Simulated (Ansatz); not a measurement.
F6S, charge +1, doublet, at a GFN2-xTB geometry (a state made from the parent by changing its charge; the spin is typed, not shown lowest); CAM-B3LYP/def2-SVP (Ansatz, an electronic-structure program).

Input for Ansatz:
Ansatz 0.2 input:
```yaml
crystal:
  periodic: [false, false, false]
  atoms:
    - {symbol: F, position_ang: [0.61461708, -0.46837911, -1.41638180]}
    - {symbol: S, position_ang: [-0.00000000, 0.00000000, -0.00000000]}
    - {symbol: F, position_ang: [1.31704782, -0.54909742, 0.75309203]}
    - {symbol: F, position_ang: [-0.70064358, -1.44304663, 0.17316332]}
    - {symbol: F, position_ang: [-1.31704782, 0.54909742, -0.75309203]}
    - {symbol: F, position_ang: [0.70064358, 1.44304663, -0.17316332]}
    - {symbol: F, position_ang: [-0.61461708, 0.46837911, 1.41638180]}
basis:
  gaussian:
    orbitals: def2-SVP
    final_grid: {core_spheres: 6, valence_spheres: 12, degree: 29}
hamiltonian:
  xc: cam_b3lyp
total_charge: 1
magnetization: {spin_polarized: true, initial_magnetization: 1}
```

The log (banner, timings and long lists left out):

```
Functional definition: CAM-B3LYP
938 factors; integrals over basis functions are off by at most 9.3e-4 eV
213 factors; integrals over basis functions are off by at most 2.1e-6 eV
mean field evaluation 1: about -27086.9388 eV, gradient 5.8e1 eV
mean field evaluation 2: about -27077.7814 eV, gradient 8.3e1 eV
mean field evaluation 4: about -27097.9060 eV, gradient 3.1e0 eV
mean field evaluation 8: about -27098.0680 eV, gradient 8.5e-2 eV
mean field evaluation 16: about -27098.0680 eV, gradient 7.2e-4 eV
mean field evaluation 32: about -27098.0944 eV, gradient 2.2e0 eV
mean field evaluation 64: about -27098.0837 eV, gradient 1.4e-1 eV
mean field evaluation 96: about -27098.1021 eV, gradient 1.8e-1 eV
mean field -27098.11195876 eV, -995.8372467245 hartree, gradient 2.8e-6 eV, S^2 0.753303; 8 other end points of the search recorded, 0 dependent functions left out
reference -27098.11201956 eV, -995.8372489588 hartree; 35, 34 occupied and 67, 68 virtual orbitals, 938 factors
Total energy: -27098.11201956 eV, -995.8372489588 hartree
```
